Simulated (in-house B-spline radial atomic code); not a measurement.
Values are calculated unless marked as measured or tabulated.
C6 from the polarisability at imaginary frequency: P3+

wB97X linear response of the closed shell [Ne] 3s2, from an all-electron radial atomic-structure program (B-spline basis); non-relativistic, point nucleus, no spin-orbit coupling.

The dispersion coefficient of two like species is C6 = (3/π) ∫ α(iu)² du from 0 to ∞.

```tsv
u (hartree)	α(iu) (bohr³)
0	6.668
0.24	5.368
0.56	2.926
0.96	1.471
1.6	0.6907
2.4	0.3826
3.6	0.2215
5.6	0.1266
8	0.07979
12	0.04508
20	0.02013
40	0.005965
```

Problem. Fit one oscillator, α(iu) = α(0)/(1 + u²/ω²), through u = 0.24 and estimate C6.

Solution. From α(0)/α(iu) − 1 = 6.668/5.368 − 1 = 0.2422, ω = u/√0.2422 = 0.4877 hartree (13.3 eV). London's formula gives C6 = (3/4) α(0)² ω = 0.75 × 6.668² × 0.4877 = 16.26 hartree·bohr⁶, and the oscillator holds f = α(0) ω² = 1.59 electrons, of a sum of oscillator strengths of 12.0.

Problem. How does that compare with the full integral?

Solution. The program's quadrature over all excitations gives C6 = 16.79, so the single oscillator is off by -3.1 %. At the last point the fit gives α = 0.000991 against 0.00596: higher excitations, and deeper shells where there are any, keep the true curve higher at large u.
